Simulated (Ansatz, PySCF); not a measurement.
Reaction (SMILES): CCN([SiH3])CC + 2 C (CH4) + 2 N (NH3) -> 2 CC (C2H6) + 2 CN (CH5N) + N[SiH3]
Structures are relaxed separately at B3LYP-D3(BJ)/def2-TZVP in Ansatz (a program for electronic structure), one conformer each, not searched for the lowest. Frequencies are from Ansatz or PySCF.

Wanted: bond separation energy (enthalpy at 298 K, with B3LYP-D3(BJ) rigid-rotor harmonic-oscillator terms), in eV. Valence correlation only, unless marked. No spin-orbit coupling. No relativistic terms. CBS(X,Y): correlation extrapolated as X^-3; Hartree-Fock from the larger set. The bracket is a focal-point correction in the basis named.

```csv
level,program,bond separation energy (eV),minus last row
HF/aug-cc-pV(T+d)Z,Ansatz,0.13,-0.41
RI-HF/cc-pV(Q+d)Z,Ansatz,0.12,-0.42
PBE0/def2-TZVP,Ansatz,0.34,-0.20
LC-wPBE-D4/def2-TZVPD,Ansatz + dftd4,0.53,-0.01
B2PLYP-D4/def2-TZVPD,Ansatz + dftd4,0.52,-0.02
MP2/cc-pV(T+d)Z,Ansatz,0.60,0.06
RI-MP2/aug-cc-pV(T+d)Z,Ansatz,0.65,0.11
CCSD(T)/cc-pV(T+d)Z,Ansatz,0.54,0.00
CCSD(T)/cc-pVTZ,Ansatz,0.54,0.00
"RI-MP2/CBS(cc-pV(T+d)Z,cc-pV(Q+d)Z)+[CCSD(T)-MP2]/cc-pV(T+d)Z",Ansatz,0.54,0.00
```
